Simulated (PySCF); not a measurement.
Match the calculated data to a structure.

All candidates are C6H11F.

| technique | computed result |
| --- | --- |
| UV, first state | lowest singlet excitation: 7.75 eV (160 nm, f = 0.000) [TDDFT B3LYP/def2-SVPD] |
| UV, strongest line | among the 8 lowest singlet transitions: S6 at 8.61 eV (144 nm, f = 0.024) [TDDFT B3LYP/def2-SVPD] |
| Rotational structure | rotational constants A, B, C: 3.609, 2.652, 2.002 GHz [GFN2-xTB] |
| Triplet | lowest triplet excitation (Tamm–Dancoff): 7.60 eV [TDA B3LYP/def2-SVPD] |
| Polarisability | 69.6 au [B3LYP/def2-SVPD] |
| Dipole | 1.81 D [B3LYP/def2-SVPD] |

The electronic properties come from PySCF, for the isolated species, density fitting. Levels stand in brackets. Geometry: GFN2-xTB, one conformer, isolated molecule.

Question: Which candidate is it?
A. `C=C[C@@H](F)CCC`
B. `FC1CCCCC1`
C. `C=C(F)CC(C)C`

Answer: B. It is `FC1CCCCC1`. Numbering: `[F:1][CH:2]1[CH2:3][CH2:4][CH2:5][CH2:6][CH2:7]1`. Its formula, C6H11F, gives 1 degree of unsaturation: 1 ring and 0 π bonds in the structure found. The optimised geometry has point group Cs and is an asymmetric top.

The others, at the same levels:
- `C=C(F)CC(C)C` fails: its computed lowest singlet excitation is 6.68 eV (186 nm, f = 0.033) (against 7.75 eV), lowest triplet excitation (Tamm–Dancoff) is 4.52 eV (against 7.60 eV) and strongest line among the 8 lowest singlet transitions is S2 at 7.13 eV (174 nm, f = 0.282) (against S6 at 8.61 eV).
- `C=C[C@@H](F)CCC` fails: its computed lowest singlet excitation is 7.03 eV (176 nm, f = 0.048) (against 7.75 eV), lowest triplet excitation (Tamm–Dancoff) is 4.57 eV (against 7.60 eV) and strongest line among the 8 lowest singlet transitions is S2 at 7.38 eV (168 nm, f = 0.401) (against S6 at 8.61 eV).

Each candidate is one conformer, not necessarily the lowest. Dipoles, sizes and rotational constants follow the conformer. The torsions of the flexible species, by atom-mapped SMILES:
- `[CH2:1]=[C:2]([F:3])[CH2:4][CH:5]([CH3:6])[CH3:7]`: C1–C2–C4–C5 111°, C2–C4–C5–C6 -64°
- `[CH2:1]=[CH:2][C@@H:3]([F:4])[CH2:5][CH2:6][CH3:7]`: C1–C2–C3–F4 -4°, C2–C3–C5–C6 176°, C3–C5–C6–C7 180°

The conformers of `FC1CCCCC1` aren't listed.
